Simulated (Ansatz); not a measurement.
Reaction (substitution at a C–B bond): `C=CB(C)[SiH3]` + `C[SiH2][TeH]` → `C=C[Te][SiH2]C` + `CB[SiH3]`

Program: Ansatz. Geometries: PBE0-D4/def2-TZVP. ΔE: electronic, gas phase. CCSD(T)/CBS is the MP2 limit (def2-TZVPP, def2-QZVPP) plus CCSD(T) − MP2 in def2-TZVPP, frozen cores. DFT in def2-TZVPP. B3LYP here is the variant with VWN-RPA as its local correlation; programs differ in this. def2 core potentials past Kr. For Te outer-core shells are correlated without core-valence functions, which leaves a few kJ/mol of doubt a bond. One conformer a species, not always the lowest.

| level | ΔE (kJ/mol) | difference from CCSD(T)/CBS |
| --- | --- | --- |
| B3LYP-D4 | 58.4 | 4.2 |
| ωB97X-V | 58.3 | 4.1 |
| PBE | 58.4 | 4.2 |
| r2SCAN | 60.4 | 6.2 |
| B3LYP | 59.5 | 5.3 |
| SCS-MP2/def2-TZVPP | 51.8 | -2.4 |
| CCSD/def2-TZVPP | 58.2 | 4.0 |
| SCS-MP2/def2-QZVPP | 50.4 | -3.8 |
| HF/CBS(def2) | 62.2 | 8.0 |
| MP2/CBS(def2) | 49.7 | -4.5 |
| CCSD(T)/CBS | 54.2 | 0 |

Largest T1 diagnostic among the species: 0.012.

In def2-TZVPP, CCSD(T) changes the Hartree–Fock value by −5.9 kJ/mol (the triples alone add −1.3 kJ/mol) and MP2 by −10.4 kJ/mol.
